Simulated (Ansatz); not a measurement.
Stepwise reaction of `[Cl][SnH]([Br])[Br]` with hydrogen, as a gas-phase model of exchange steps in deposition or etching. ΔE in kJ/mol; ΔG adds harmonic PBE0-D4 terms to CCSD(T)/CBS, at 1 bar.

Gas-phase electronic energies from Ansatz, PBE0-D4/def2-TZVP geometries. CCSD(T)/CBS adds triple-zeta CCSD(T) − MP2 to the extrapolated MP2 energy (def2 sets, frozen cores). This one scheme is used for every species. DFT in def2-TZVPP. B3LYP here is the variant with VWN-RPA as its local correlation; programs differ in this. def2 core potentials past Kr. For Br, Sn outer-core shells are correlated without core-valence functions, which leaves a few kJ/mol of doubt a bond. Scalar relativity is left out up to krypton.

```json
{"step": "1", "reaction": "`[Cl][SnH]([Br])[Br]` + H₂ → `[Cl][SnH2][Br]` + HBr", "PBE-D4": "81.5", "B3LYP-D4": "82.1", "ωB97M-V": "77.1", "CCSD(T)/CBS": "85.3", "ΔG(600 K)": "74.7"}
{"step": "2", "reaction": "`[Cl][SnH2][Br]` + H₂ → `[Cl][SnH3]` + HBr", "PBE-D4": "84.7", "B3LYP-D4": "85.4", "ωB97M-V": "82.0", "CCSD(T)/CBS": "89.9", "ΔG(600 K)": "85.0"}
```

Question: By hand: ΔE of the 2 steps together at CCSD(T)/CBS.

Answer: (85.3) + (89.9) = 175.2 kJ/mol, or 87.6 kJ/mol a step.

In ΔE the steps differ by no more than 4.6 kJ/mol. All are uphill at CCSD(T)/CBS. ΔG lies between 74.7 and 85.0 kJ/mol a step. PBE-D4 differs from CCSD(T)/CBS by -5.2 to -3.8 kJ/mol a step. Only this route is followed, and other bonds may react first. Isolated molecules leave out the surface, adducts and barriers. Largest T1 diagnostic: 0.012.
